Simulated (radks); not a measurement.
Neutral strontium inside a hard spherical wall (all orbitals vanish at R), configuration held at [Kr] 5s2 and not refilled when levels cross. Method: scalar-relativistic Kohn-Sham, PBE, spin-unpolarised, spherical densities, point nucleus; computed with a radial shooting solver on a logarithmic mesh with Libxc functionals. Eigenvalues in eV, with the zero of energy where the potential of the charges vanishes at infinity; a dash marks a level that is unbound or too diffuse for the functional's potential to be trusted. A positive occupied level is held by the wall or, in an anion where self-interaction has pushed it up, behind a barrier. The pressure on the wall is -dE/dV.

R (bohr)  E (hartree)  kinetic (hartree)    e(3d)    e(4s)    e(4p)   e(5s)  e(5p, empty)  e(4d, empty)  pressure (GPa)
free      -3179.49289           3260.530  -128.02  -40.900  -22.822  -3.526        -1.284        -1.281               0
20        -3179.49289           3260.530  -128.02  -40.900  -22.822  -3.526        -1.284        -1.281        < 0.0001
15        -3179.49286           3260.530  -128.01  -40.896  -22.818  -3.523        -1.268        -1.276        0.000307
12        -3179.49234           3260.535  -127.96  -40.849  -22.771  -3.489        -1.172        -1.230         0.00862
10        -3179.48928           3260.559  -127.78  -40.671  -22.597  -3.353        -0.891        -1.067          0.0777
8         -3179.47094           3260.662  -127.12  -40.046  -21.987  -2.793         0.079        -0.491           0.713
6         -3179.36290           3261.102  -125.20  -38.256  -20.265  -0.470         3.655         1.342            7.65
5         -3179.16226           3261.807  -123.09  -36.410  -18.515   3.084         8.721         3.534            30.1
3.5       -3177.76200           3266.629  -113.76  -29.281  -11.502  23.224        34.209        13.359             426
2.5       -3171.90323           3285.242  -89.805  -11.052    8.674  87.145        105.71        40.739            4820
